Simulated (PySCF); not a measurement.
1,3-thiazole-2-carbaldehyde (C4H3NOS), SMILES O=Cc1nccs1.

Geometry: PBE0-D3(BJ)/def2-SVP. One conformer was computed; it need not be the lowest.

Computed with PBE/def2-TZVP (PySCF).

Symmetry labels are those of the subgroup Cs that the program uses (full group Cs).

Computed valence orbital energies around the gap with their symmetry:
```
orbital  symmetry  energy (eV)
-------  --------  -----------
HOMO−7         A'       -10.79
HOMO−6         A'       -10.42
HOMO−5         A"        -9.83
HOMO−4         A'        -9.49
HOMO−3         A"        -7.68
HOMO−2         A'        -7.13
HOMO−1         A"        -6.74
HOMO           A'        -6.25
LUMO           A"        -3.32
LUMO+1         A"        -1.09
LUMO+2         A'        -0.76
LUMO+3         A"         0.03
```
